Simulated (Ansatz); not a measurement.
Basis sets compared for the cluster Ca₄ (the lowest singlet isomer of a short search). Total charge 0; singlet. Geometry r2SCAN/def2-TZVP. Ansatz on 4 threads of Arm Neoverse V2 on a shared host; times are rough, and most runs start from earlier orbitals.

```xyz
4

Ca    1.498    1.664    0.457
Ca   -0.465   -0.013   -2.237
Ca   -1.925    0.364    1.176
Ca    0.892   -2.015    0.605
```

The structure comes from a short search, and lower isomers may exist.

Binding counts from free atoms (Ca singlet) in the same basis, without a counterpoise term.

| level | functions | energy (Eh) | HOMO (eV) | LUMO (eV) | binding per atom (eV) | wall time |
| --- | --- | --- | --- | --- | --- | --- |
| PBE/def2-SVP | 96 | -2709.0610 | -3.40 | -2.42 | 0.63 | 1.4 s |
| PBE/def2-TZVP (with forces) | 144 | -2709.4058 | -3.37 | -2.41 | 0.62 | 2.2 s |
| r2SCAN/def2-TZVP | 144 | -2710.1191 | -3.41 | -2.37 | 0.66 | 5.5 s |
| PBE0/def2-SVP | 96 | -2709.2415 | -3.88 | -1.82 | 0.55 | 2 s |
| PBE0/def2-TZVP | 144 | -2709.5828 | -3.87 | -1.82 | 0.54 | 3.1 s |

(1) Estimate the rows for PBE/def2-TZVPD, r2SCAN/def2-TZVPD, PBE0/def2-TZVPD.

Results:

(1) 
```tsv
level	functions	energy (Eh)	HOMO (eV)	LUMO (eV)	binding per atom (eV)	wall time
PBE/def2-TZVPD	144	-2709.4058	-3.37	-2.41	0.62	2 s
r2SCAN/def2-TZVPD	144	-2710.1191	-3.41	-2.37	0.66	5.5 s
PBE0/def2-TZVPD	144	-2709.5828	-3.87	-1.82	0.54	1.9 s
```
